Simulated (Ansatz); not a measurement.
Basis-set series for C2H6ClGaO2 (`C[O][Ga]([Cl])[O]C`). Total charge 0; spin multiplicity 1. Geometry: relaxed with PBE0-D4/def2-TZVP. It is one conformer, not always the lowest.

| functional | basis | functions | energy (Eh) | HOMO (eV) | LUMO (eV) |
| --- | --- | --- | --- | --- | --- |
| PBE0-D4 | def2-TZVPP | 298 | -2614.86395 | -8.15 | -1.07 |
| PBE0-D4 | def2-QZVPP | 567 | -2614.93486 | -8.19 | -1.19 |
| ωB97M-V | def2-TZVPP | 298 | -2615.30487 | -10.56 | 0.81 |
| ωB97M-V | def2-QZVPP | 567 | -2615.37307 | -10.61 | 0.50 |

Question: Give the rows for def2-SVP. (Estimate.)

Answer: Ansatz gave: 
| functional | basis | functions | energy (Eh) | HOMO (eV) | LUMO (eV) |
| --- | --- | --- | --- | --- | --- |
| PBE0-D4 | def2-SVP | 136 | -2614.18717 | -8.02 | -0.89 |
| ωB97M-V | def2-SVP | 136 | -2614.62223 | -10.41 | 1.03 |

Positive LUMOs are unbound and depend on the basis. Scalar relativity is left out up to krypton.
